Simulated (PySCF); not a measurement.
Molfile (atoms numbered from 1):
```
C4H10BF3O
     RDKit          3D

 19 18  0  0  0  0  0  0  0  0999 V2000
    2.0149   -0.6807   -1.1567 C   0  0  0  0  0  0  0  0  0  0  0  0
    1.1224   -0.5575    0.0508 C   0  0  0  0  0  0  0  0  0  0  0  0
    0.0531    0.3700   -0.2055 O   0  0  0  0  0  0  0  0  0  0  0  0
   -1.2170   -0.1652   -0.6114 C   0  0  0  0  0  0  0  0  0  0  0  0
   -2.0521   -0.6161    0.5616 C   0  0  0  0  0  0  0  0  0  0  0  0
    0.1157    1.8050    0.6141 B   0  0  0  0  0  0  0  0  0  0  0  0
   -0.0189    1.4509    1.9220 F   0  0  0  0  0  0  0  0  0  0  0  0
   -0.9365    2.4890    0.0977 F   0  0  0  0  0  0  0  0  0  0  0  0
    1.3475    2.2723    0.2879 F   0  0  0  0  0  0  0  0  0  0  0  0
    2.8436   -1.3714   -0.9415 H   0  0  0  0  0  0  0  0  0  0  0  0
    1.4672   -1.0669   -2.0296 H   0  0  0  0  0  0  0  0  0  0  0  0
    2.4341    0.3031   -1.4093 H   0  0  0  0  0  0  0  0  0  0  0  0
    0.6743   -1.5185    0.3469 H   0  0  0  0  0  0  0  0  0  0  0  0
    1.6617   -0.1600    0.9199 H   0  0  0  0  0  0  0  0  0  0  0  0
   -1.7041    0.6470   -1.1642 H   0  0  0  0  0  0  0  0  0  0  0  0
   -1.0041   -0.9841   -1.3156 H   0  0  0  0  0  0  0  0  0  0  0  0
   -2.2717    0.2292    1.2271 H   0  0  0  0  0  0  0  0  0  0  0  0
   -3.0032   -1.0303    0.1952 H   0  0  0  0  0  0  0  0  0  0  0  0
   -1.5466   -1.3973    1.1489 H   0  0  0  0  0  0  0  0  0  0  0  0
  1  2  1  0
  2  3  1  0
  3  4  1  0
  4  5  1  0
  3  6  1  0
  6  7  1  0
  6  8  1  0
  6  9  1  0
  1 10  1  0
  1 11  1  0
  1 12  1  0
  2 13  1  0
  2 14  1  0
  4 15  1  0
  4 16  1  0
  5 17  1  0
  5 18  1  0
  5 19  1  0
M  CHG  2   3   1   6  -1
M  END
```

Geometry: PBE0-D3(BJ)/def2-SVP; GIAO absolute shieldings from PySCF 2.14, gas phase, non-relativistic, averaged over equivalent atoms.

At B3LYP/pcSseg-1 (203 basis functions, of the order of 40 core-seconds):
```
                  atoms  σ (ppm)
                  C2/C4    110.8
                  C1/C5    165.1
                     O3    254.3
                     B6     97.8
               F7/F8/F9    335.3
        H13/H14/H15/H16    27.56
H10/H11/H12/H17/H18/H19    30.06
```

**Question.** Predict the values at mPW1PW91/pcSseg-1 on the same geometry.

**Answer.** 
```tsv
atoms	σ at mPW1PW91/pcSseg-1	change
C2/C4	116.3	+5.5
C1/C5	169.7	+4.6
O3	261.3	+7.0
B6	100.8	+3.0
F7/F8/F9	338.0	+2.7
H13/H14/H15/H16	27.52	-0.04
H10/H11/H12/H17/H18/H19	30.00	-0.06
```

The largest change is at O3 (donor oxygen of a Lewis adduct). Cost: 203 basis functions, about 40 core-seconds.
